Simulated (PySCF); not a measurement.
CaH₂O₂, SMILES [OH][Ca][OH].

Coordinates come from a B3LYP-D3(BJ)/def2-TZVP optimisation. Other conformers were not sampled.

Two levels are set side by side: TDA-PBE/def2-SVPD (PySCF) and TDA-ωB97X/def2-SVPD (PySCF). Vertical, same geometry. The lowest singlet is HOMO−1→LUMO 100 % with PBE and HOMO−1→LUMO 86 % with the other functional; states are paired by order. Differences are taken from unrounded values.

| quantity | TDA-ωB97X | TDA-PBE | TDA-PBE minus TDA-ωB97X |
|---|---|---|---|
| lowest singlet excitation (eV) | 5.49 | 3.86 | -1.63 |
| lowest triplet excitation (TDA) (eV) | 5.56 | 3.75 | -1.80 |
| first bright state (f over 0.05) (eV) | 5.49 | 3.86 | -1.63 |
| its oscillator strength | 0.11 | 0.05 | -0.06 |

A lower first singlet is the usual sign of a functional without exact exchange. Differences between two approximate levels are no errors against the true value.

Rough cost on one machine, each run with all the roots and properties that it gave: TDA-ωB97X against TDA-PBE about 4 times.
